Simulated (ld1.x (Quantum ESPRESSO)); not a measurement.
rubidium: RRKJ pseudisation with LDA (PZ), fully relativistic reference atom.

rubidium (Rb), norm-conserving RRKJ (Kleinman–Bylander form), made with ld1.x (Quantum ESPRESSO) 7.5 (LDA (PZ), fully relativistic). Core [Ar] 3d10, reference 4s2 4p6 5s1 5p0. Waves: 4s (bound): rc 1.40 bohr; 4p (bound): rc 1.60 bohr; 4d channel at 0.45 Ry: rc 1.65 bohr. Local part: the d channel. Core correction: none. rho0 = 0.005.

Open shells are filled in proportion to 2j + 1 (rel_dist='average').

Occupied shells without a wave of their own: 5s. They enter only through the test configuration that unscreens the potential.

- Cutoffs needed: 70 Ry and 90 Ry (the cutoffs (Ry, on a coarse ladder) from which the occupation-weighted sum of valence levels, in a spherical-Bessel basis at the reference potential, stays within 10 and 1 mRy of its value at 400 Ry)
- Ghost test: no extra level below or beside the all-electron valence levels (s, p1/2, p3/2, d3/2, d5/2, f tested) (spherical-Bessel basis up to 400 Ry, 20 bohr box)
- Largest excitation error: +39 meV (all-electron minus pseudo) for 4s2 4p6 5s0 5p0, out of 5 test configurations
